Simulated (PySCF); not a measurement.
Screening by computed properties: pick the candidate that meets the target.

Each SMILES stands for a single optimised conformer of the isolated species, non-relativistic unless stated. Electronic properties by PySCF.

The conformers computed, where there is a choice (atom-mapped SMILES and torsion angles):
- `[SiH3:1][C:2]([SiH3:3])([SiH3:4])[C:5]1=[CH:6][CH2:7]1`: Si1–C2–C5–C6 123°
- `[CH3:1]/[CH:2]=[P:3]\[CH2:4][C:5]([CH3:6])=[O:7]`: C2–P3–C4–C5 -82°, P3–C4–C5–C6 -77°
- `[CH3:1][O:2]/[CH:3]=[P:4]/[CH:5]1[CH2:6][CH2:7]1`: C1–O2–C3–P4 0°, C3–P4–C5–C6 37°
- `[CH2:1]=[CH:2]/[C:3]([CH3:4])=[CH:5]/[CH2:6][OH:7]`: C1–C2–C3–C4 -2°, C3–C5–C6–O7 -178°, H–O7–C6–C5 55°
- `[CH3:1][C:2]#[C:3][SiH2:4][Si@@H:5]([CH3:6])[SiH3:7]`: C3–Si4–Si5–C6 -63°
- `[CH3:1][NH:2][SiH2:3][NH:4][CH3:5]`: C1–N2–Si3–N4 -178°, N2–Si3–N4–C5 -178°
- `[CH2:1]=[C:2]=[CH:3][C@H:4]([CH3:5])[O:6][CH3:7]`: C2–C3–C4–C5 -118°, C3–C4–O6–C7 -69°
- `[CH2:1]=[CH:2][SiH2:3]/[C:4]([SiH3:5])=[CH:6]/[SiH3:7]`: C1–C2–Si3–C4 -5°, C2–Si3–C4–Si5 -66°

(1) Wanted: lowest singlet excitation below 5.8 eV (TDDFT CAM-B3LYP/def2-SVPD) and HOMO energy above -7.6 eV (CAM-B3LYP/def2-SVPD), at GFN2-xTB geometries. Which candidate meets both?
A. `CO/C=P/C1CC1`
B. `[SiH3]C([SiH3])([SiH3])C1=CC1`
C. `O=C(C)C/P=C\C`
D. `C(=C\CO)(/C=C)C`

(2) Wanted: HOMO–LUMO gap between 8 eV and 9 eV (CAM-B3LYP/def2-SVPD) and static isotropic polarisability above 86 au (CAM-B3LYP/def2-SVPD), at GFN2-xTB geometries. Which candidate meets both?
A. `C=C/C(=C/CO)C`
B. `C=C=C[C@H](C)OC`
C. `[SiH3]C([SiH3])([SiH3])C1=CC1`
D. `C/C=P\CC(C)=O`
E. `CC#C[SiH2][Si@@H](C)[SiH3]`
F. `CN[SiH2]NC`

(3) Wanted: smallest rotational constant between 1 GHz and 1.2 GHz (GFN2-xTB) and lowest triplet excitation (Tamm–Dancoff) below 5.4 eV (TDA CAM-B3LYP/def2-SVPD), at GFN2-xTB geometries. Which candidate meets both?
A. `CN[SiH2]NC`
B. `C(/P=C\C)C(=O)C`
C. `[SiH3]C([SiH3])([SiH3])C1=CC1`
D. `CC#C[SiH2][Si@@H](C)[SiH3]`
E. `C=C=C[C@H](C)OC`

(4) Wanted: dipole moment above 0.6 D (CAM-B3LYP/def2-SVPD) and electronic spatial extent ⟨r²⟩ about the centre of nuclear charge above 1600 bohr² (CAM-B3LYP/def2-SVPD), at GFN2-xTB geometries. Which candidate meets both?
A. `C=C[SiH2]/C([SiH3])=C/[SiH3]`
B. `CN[SiH2]NC`
C. `C/C=P\CC(C)=O`
D. `[SiH3]C([SiH3])([SiH3])C1=CC1`
E. `[Si@@H]([SiH3])(C)[SiH2]C#CC`

## Answers

(1) A. Computed values:
```
                      species  lowest singlet excitation  HOMO energy
                O=C(C)C/P=C\C                    4.37 eV     -8.24 eV
                 CO/C=P/C1CC1                    4.92 eV     -7.42 eV
              C(=C\CO)(/C=C)C                    5.68 eV     -7.82 eV
[SiH3]C([SiH3])([SiH3])C1=CC1                    5.94 eV     -8.06 eV
```

(2) C. Computed values:
```csv
species,HOMO–LUMO gap,static isotropic polarisability
C/C=P\CC(C)=O,7.71 eV,89.2 au
C=C/C(=C/CO)C,8.08 eV,83.3 au
[SiH3]C([SiH3])([SiH3])C1=CC1,8.93 eV,123.9 au
CC#C[SiH2][Si@@H](C)[SiH3],9.22 eV,134.9 au
CN[SiH2]NC,9.33 eV,67.8 au
C=C=C[C@H](C)OC,10.03 eV,81.0 au
```

(3) C. Computed values:
```
                      species  smallest rotational constant  lowest triplet excitation (Tamm–Dancoff)
   CC#C[SiH2][Si@@H](C)[SiH3]                     0.638 GHz                                   5.05 eV
[SiH3]C([SiH3])([SiH3])C1=CC1                     1.141 GHz                                   3.99 eV
              C(/P=C\C)C(=O)C                     1.235 GHz                                   2.69 eV
              C=C=C[C@H](C)OC                     1.292 GHz                                   4.68 eV
                   CN[SiH2]NC                     1.620 GHz                                   5.81 eV
```

(4) E. Computed values:
| species | dipole moment | electronic spatial extent ⟨r²⟩ about the centre of nuclear charge |
| --- | --- | --- |
| [SiH3]C([SiH3])([SiH3])C1=CC1 | 0.31 D | 1432 bohr² |
| C=C[SiH2]/C([SiH3])=C/[SiH3] | 0.51 D | 1831 bohr² |
| CN[SiH2]NC | 0.73 D | 794 bohr² |
| [Si@@H]([SiH3])(C)[SiH2]C#CC | 1.47 D | 2021 bohr² |
| C/C=P\CC(C)=O | 1.64 D | 1015 bohr² |
